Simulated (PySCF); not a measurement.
**Frontier orbitals and the lowest excitations**

C₄H₅ClF₂O.
Geometry (GFN2-xTB, Å), atoms numbered from 1 in this order:
```
atom  x, y, z in Å
F1    -0.2533   -1.7269    0.2429
C2    -0.5452   -0.5286   -0.3735
C3    -1.7440    0.0910    0.3389
Cl4   -2.3240    1.4813   -0.5975
C5     0.6670    0.3843   -0.3201
O6     1.1513    0.7390    0.9565
C7     1.9533   -0.0722    0.2042
F8     3.0797    0.4893   -0.2854
H9    -0.7839   -0.7687   -1.4174
H10   -1.4508    0.4423    1.3292
H11   -2.5545   -0.6342    0.4135
H12    0.6634    1.1921   -1.0454
H13    2.1366   -1.0881    0.5365
```

Theory: TDDFT PBE0/def2-SVPD, vertical, gas phase, core orbitals frozen in the response in PySCF.

Frontier orbitals with the atoms that hold most of them (Löwdin shares over 4%, at most four atoms; ? is withheld):

```json
{"orbital": "LUMO+2", "ε (eV)": "0.91", "atoms": "Cl4 22%, H9 12%, H12 10%, C2 8%"}
{"orbital": "LUMO+1", "ε (eV)": "0.70", "atoms": "Cl4 29%, C3 16%, H11 13%, C2 8%"}
{"orbital": "LUMO", "ε (eV)": "?", "atoms": "?"}
{"orbital": "HOMO", "ε (eV)": "-8.80", "atoms": "?"}
{"orbital": "HOMO-1", "ε (eV)": "-9.03", "atoms": "Cl4 74%, C3 13%, H10 4%"}
{"orbital": "HOMO-2", "ε (eV)": "-9.34", "atoms": "Cl4 49%, O6 14%, C5 9%, F8 8%"}
{"orbital": "HOMO-3", "ε (eV)": "-9.42", "atoms": "O6 41%, C5 17%, C7 12%, F8 8%"}
```

Q: Which atoms hold the LUMO, and with what shares?

A: Cl4 (bonded to C) 46%; C3 (bonded to C, Cl and 2 H) 21%; F1 (bonded to C) 8%; C2 (bonded to 2 C, F and H) 8%. By element: chlorine 46%, carbon 29% or more, fluorine 8% or more.

Q: Which atoms hold the HOMO, and with what shares?

A: Cl4 (bonded to C) 25%; O6 (bonded to 2 C) 25%; C5 (bonded to 2 C, O and H) 11%; C2 (bonded to 2 C, F and H) 9%. By element: chlorine 25%, oxygen 25%, carbon 20% or more.

Q: What is the LUMO energy, and the HOMO–LUMO gap?

A: ε(LUMO) = 0.03 eV; the gap is 8.82 eV (0.3242 hartree).

Q: The HOMO–LUMO gap is 8.82 eV. Where does the response calculation put the lowest singlet, and from which orbitals?

A: S1 is at 7.36 eV (f = 0.0015), 1.46 eV below the gap, made of HOMO→LUMO (78%), HOMO-2→LUMO (16%). Without the coupling terms of the response equations the lowest excitation would equal the gap.

Q: Give energy, strength and leading configuration of S1, S2, S4 and S6, and follow the Löwdin shares of the leading atoms from the occupied to the empty orbital.

A: 
- S1 (7.36 eV, f 0.0015), HOMO→LUMO (78%): Cl4 25% → 46%, O6 25% → at most 9%, C3 at most 9% → 21%
- S2 (7.42 eV, f 0.0028), HOMO-1→LUMO (91%): Cl4 74% → 46%, C3 13% → 21%
- S4 (8.27 eV, f 0.0052), HOMO→LUMO+1 (87%): Cl4 25% → 29%, O6 25% → at most 8%, C3 at most 9% → 16%
- S6 (8.41 eV, f 0.032), HOMO-1→LUMO+1 (95%): Cl4 74% → 29%, C3 13% → 16%

One conformer stands for the species.

Without π bonds the low states are Rydberg-like; a valence basis with one diffuse set may place them up to an eV too high.
